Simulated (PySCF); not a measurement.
## Ru⁺ (ruthenium, charge +1) across methods

[Kr] 4d6 5p1, one real determinant (an excited configuration). Computed with PySCF 2.14 in x2c-TZVPPall, with the spin-free X2C one-electron Hamiltonian (Gaussian nucleus). The B2PLYP total includes its PT2 part (frozen core); its orbital energies are those of the SCF part.

| method | E (hartree) | mean ε 4d α (eV) | mean ε 4d β (eV) | mean ε 5p α (eV) | Σ⟨r²⟩ (bohr²) | ⟨S²⟩ |
| --- | --- | --- | --- | --- | --- | --- |
| PBE | -4529.43 | -17.664 | -15.186 | -8.407 | 46.70 | 8.751 |
| PBEsol | -4527.04 | -17.644 | -15.105 | -8.408 | 46.46 | 8.751 |
| PBE0 | -4529.51 | -19.515 | -16.795 | -8.963 | 46.76 | 8.751 |
| BP86 | -4530.37 | -17.720 | -15.391 | -8.526 | 46.49 | 8.751 |
| LC-wPBE | -4529.41 | -22.295 | -19.735 | -10.804 | 46.55 | 8.751 |
| r2SCAN | -4529.84 | -18.083 | -15.341 | -8.485 | 46.50 | 8.752 |
| B2PLYP | -4529.29 | -21.185 | -18.288 | -9.347 | 47.34 | 8.752 |
| UHF | -4527.58214 | -24.348 | -20.648 | -10.238 | 48.09 | 8.753 |
| LDA | -4524.77 | -17.765 | -15.249 | -8.520 | 46.46 | 8.751 |

⟨L²⟩ = 8.01 against 12 for a pure F term, so this real determinant mixes terms.
